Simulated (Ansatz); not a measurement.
`[SiH3]C[SeH]` + `[OH][AlH][OH]` → `[OH][Al]([OH])[SeH]` + `C[SiH3]`  (formal exchange of groups at the Se–C bond)

Calculated with Ansatz (gas phase, PBE0-D4/def2-TZVP geometries, no zero-point term in ΔE). CCSD(T)/CBS adds triple-zeta CCSD(T) − MP2 to the extrapolated MP2 energy (def2 sets, frozen cores). This one scheme is used for every species. DFT in def2-TZVPP. HSE06 is defined as in plane-wave codes. For Se outer-core shells are correlated without core-valence functions, which leaves a few kJ/mol of doubt a bond. Scalar relativity is left out up to krypton. One conformer a species, not always the lowest.

`[SiH3]C[SeH]`:

Cartesian coordinates in Å:
```
Si 0.168 0.623 0.877
C -0.508 -0.743 -0.214
Se 0.618 -1.014 -1.792
H 1.520 0.254 1.365
H -0.732 0.852 2.042
H 0.254 1.881 0.088
H -0.477 -1.697 0.317
H -1.537 -0.565 -0.526
H 0.693 0.408 -2.156
```

`[OH][AlH][OH]`:

Cartesian coordinates in Å:
```
O -1.366 -0.538 0.348
Al -0.038 0.508 0.282
O 1.394 0.171 -0.552
H -1.436 -1.395 -0.065
H -0.142 1.874 1.039
H 1.589 -0.619 -1.052
```

`[OH][Al]([OH])[SeH]`:

Cartesian coordinates in Å:
```
O 0.692 -1.468 -0.528
Al -0.252 -0.213 0.081
O -1.763 -0.626 0.700
Se 0.430 2.003 0.103
H 1.563 -1.356 -0.901
H -2.384 -0.002 1.069
H 1.714 1.662 -0.524
```

`C[SiH3]`:

Z-matrix (Å, degrees):
```
C
Si 1 1.871
H 1 1.092 2 110.8
H 1 1.092 2 110.8 3 -120.0
H 1 1.092 2 110.8 3 120.0
H 2 1.488 1 110.7 3 -179.9
H 2 1.488 1 110.7 3 -59.9
H 2 1.488 1 110.7 3 60.1
```

CCSD(T)/CBS gives -164.3 kJ/mol.

Q: Another level gave -171.6 kJ/mol. Which?
A. revPBE-D4/def2-TZVPP
B. HSE06-D4/def2-TZVPP
C. r2SCAN-D4/def2-TZVPP
D. CAM-B3LYP-D4/def2-TZVPP

A: C. r2SCAN-D4 -171.6, CAM-B3LYP-D4 -162.5, revPBE-D4 -158.1, HSE06-D4 -167.0 kJ/mol.

Q: What do rigid-rotor, harmonic-oscillator terms from PBE0-D4/def2-TZVP frequencies (298.15 K, 1 bar) make of the CCSD(T)/CBS value? (An estimate is asked.)

A: Ansatz gave: ΔZPE = +6.6 kJ/mol, ΔH = -156.1 kJ/mol, ΔS = 4 J/(mol·K), ΔG = -157.3 kJ/mol.

Largest T1 diagnostic among the species: 0.012.

Leaving LDA and LC-ωPBE aside and taking each functional with its dispersion term where it has one, the values, not all of them listed here, spread over 18.3 kJ/mol, from r2SCAN0-D4 to BLYP-D4. From PBE to PBE0 (25 % exact exchange), in def2-TZVPP and without D4, ΔE moves by −5.4 kJ/mol.
